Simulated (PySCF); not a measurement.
Compound: C₉H₈ (charge +1 and doublet state).
Structure used (GFN2-xTB), in Å, numbered top down from 1:
```
atom  x, y, z in Å
C1    -0.561    3.300    0.241
C2    -0.480    2.109    0.405
C3    -0.411    0.681    0.581
C4     0.848    0.138    0.200
C5     1.921   -0.328   -0.156
C6     3.094   -0.860   -0.531
C7     4.153   -1.350   -0.873
C8    -1.632   -0.043   -0.103
C9    -1.665   -1.527    0.167
H10   -0.636    4.342    0.112
H11   -0.551    0.468    1.657
H12    5.072   -1.772   -1.170
H13   -1.535    0.148   -1.175
H14   -2.540    0.441    0.257
H15   -2.508   -1.963   -0.371
H16   -0.757   -2.021   -0.172
H17   -1.821   -1.749    1.222
```

The hyperfine couplings belong to this conformer and change with its torsions.

The species is `C#C[C@H](C#C[C]=[CH+])CC` [radical] (charge +1).

Computed with UKS B3LYP, pcH-1 on C H, non-relativistic, mean-field spin-orbit, GIAO (PySCF 2.14.0). One conformer (not necessarily the lowest) at the GFN2-xTB geometry, without solvent, vibrations or thermal averaging. A GFN2-xTB geometry isn't a minimum of the functional, and hyperfine couplings can be far from their values at a DFT geometry, by a factor of two or more for some ions and for spin on atoms past the first row. Stability of the SCF solution: not tested.

Q: Break the g tensor into its mass correction, gauge correction and orbital-Zeeman/spin–orbit terms.

A: 
| Δg (ppt) | 1 | 2 | 3 |
| --- | --- | --- | --- |
| relativistic mass correction | -0.14 | -0.14 | -0.14 |
| gauge correction | 0.00 | 0.03 | 0.03 |
| orbital Zeeman/spin–orbit | 0.07 | 3.26 | 18.47 |
| total | -0.07 | 3.15 | 18.35 |

So g = 2.00225, 2.00546, 2.02067 and g_iso = 2.00946; the tensor is rhombic: the two nearest values differ by 17 % of g3 − g1. Axes: g3 points within 7° of the C4–C5 bond.

Q: What are the electron Larmor frequencies g μB B/h along the three axes at 330 mT?

A: 9.2479, 9.2628, 9.3330 GHz for g1, g2 and g3, a range of 85.1 MHz.

Q: At 9.446 GHz, how far is the centre of the isotropic spectrum from where a free electron (g = 2.002319) resonates?

A: B = hν/(g μB) with μB/h = 13.99624 MHz/mT gives 337.06 mT for the free electron and 335.86 mT at g_iso, 1.20 mT lower.

Q: In a frozen sample, at which fields do the three g values resonate at 9.5, 34, 94 and 263 GHz (hyperfine left aside), and which band first spreads them over more than twice a line width of 1.0 mT?

A: 
| band | GHz | B(g3) mT | B(g2) mT | B(g1) mT | spread mT |
| --- | --- | --- | --- | --- | --- |
| X | 9.5 | 335.90 | 338.45 | 339.00 | 3.09 |
| Q | 34.0 | 1202.18 | 1211.30 | 1213.25 | 11.06 |
| W | 94.0 | 3323.69 | 3348.89 | 3354.27 | 30.58 |
| J | 263.0 | 9299.25 | 9369.78 | 9384.82 | 85.57 |

The spread grows in proportion to the frequency. X band is the first where it exceeds 2.0 mT.

Largest spin populations (Mulliken): C7 (+0.34), C4 (+0.20), C1 (+0.16) and C5 (+0.15).

The HOMO–LUMO gaps are 5.86 eV among the α and 1.32 eV among the β orbitals.

Time: 93 s of wall time (grids of density and orbitals included); peak memory 1.1 GiB. Hardware: an Arm Neoverse V2 with one thread, shared host.

The SMILES draws the unpaired electron on C6; the largest computed Mulliken spin population is on C7 (0.34 against -0.01).
